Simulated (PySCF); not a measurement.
Ge(F)2(Me)2 (C2H6F2Ge), SMILES [CH3][Ge]([F])([F])[CH3].

Geometry optimised at B3LYP-D3(BJ)/def2-SVP.

All values below come from PBE/def2-TZVP (PySCF).

Symmetry labels are those of the subgroup C2v that the program uses (full group C2v).

Q: List the valence orbital energies around the gap with their symmetry. (An estimate is asked for; the answer gives what the named calculation found.)

A: 
| orbital | symmetry | energy (eV) |
|---|---|---|
| HOMO−7 | A2 | -10.31 |
| HOMO−6 | B2 | -10.04 |
| HOMO−5 | A1 | -9.77 |
| HOMO−4 | B1 | -9.58 |
| HOMO−3 | A2 | -8.94 |
| HOMO−2 | B2 | -8.77 |
| HOMO−1 | A1 | -8.73 |
| HOMO | B1 | -7.56 |
| LUMO | A1 | -0.36 |
| LUMO+1 | B2 | 0.35 |
| LUMO+2 | A1 | 0.53 |
| LUMO+3 | B1 | 0.95 |
